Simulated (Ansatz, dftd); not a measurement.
Species: CH₄FSi, charge 0, doublet. CH4FSi (SMILES C[SiH]F, doublet).
B3LYP-D3(BJ)/def2-TZVP minimum from Ansatz (a first-principles code):
```
C
H 1 1.0905
H 1 1.0920 2 108.40
H 1 1.0939 2 108.46 3 -117.59
Si 1 1.8716 2 111.58 3 121.27
F 5 1.6164 1 108.46 2 63.72
H 5 1.4917 6 106.54 1 -120.12
```
Charge 0, spin multiplicity 2.

Property: atomisation energy (electronic, to ground-state atoms), in kJ/mol. UHF or UKS for unpaired electrons; spin-orbit terms are left out. Correlated methods leave the cores frozen. Rows without X2C or -DK are non-relativistic. CBS(X,Y): correlation extrapolated as X^-3, Hartree-Fock from the larger set. A bracket is a step between two methods taken in the basis named. Functionals run without relativity, which enters their misses. '+ core + X2C': CCSD(T) terms for core correlation (cc-pwCVTZ, 1s frozen past Ne) and scalar relativity (cc-pVTZ-DK). For partners of very few electrons the exact lower level stands in for a higher one.

```json
[
 {"level": "PBE-D3(BJ)/def2-TZVPD", "program": "Ansatz + dftd3", "atomisation energy (kJ/mol)": "2484.9", "difference against the last row": "16.5"},
 {"level": "r2SCAN-D3(BJ)/def2-TZVPD", "program": "Ansatz + dftd3", "atomisation energy (kJ/mol)": "2475.4", "difference against the last row": "7.0"},
 {"level": "B3LYP/def2-TZVPD", "program": "Ansatz", "atomisation energy (kJ/mol)": "2443.9", "difference against the last row": "-24.5"},
 {"level": "r2SCANh-D4/def2-TZVPD", "program": "Ansatz + dftd4", "atomisation energy (kJ/mol)": "2461.7", "difference against the last row": "-6.7"},
 {"level": "r2SCANh/def2-TZVPD", "program": "Ansatz", "atomisation energy (kJ/mol)": "2459.3", "difference against the last row": "-9.1"},
 {"level": "CAM-B3LYP-D4/def2-TZVPD", "program": "Ansatz + dftd4", "atomisation energy (kJ/mol)": "2474.9", "difference against the last row": "6.5"},
 {"level": "wB97M-V/def2-TZVPD", "program": "Ansatz", "atomisation energy (kJ/mol)": "2457.2", "difference against the last row": "-11.2"},
 {"level": "CCSDT(Q)/cc-pV(D+d)Z", "program": "Ansatz", "atomisation energy (kJ/mol)": "2247.5", "difference against the last row": "-220.9"},
 {"level": "CCSD(T)/CBS(cc-pV(T+d)Z,cc-pV(Q+d)Z) + [CCSDT(Q) - CCSD(T)]/cc-pV(D+d)Z + core + X2C", "program": "Ansatz", "atomisation energy (kJ/mol)": "2468.4", "difference against the last row": "0.0"}
]
```
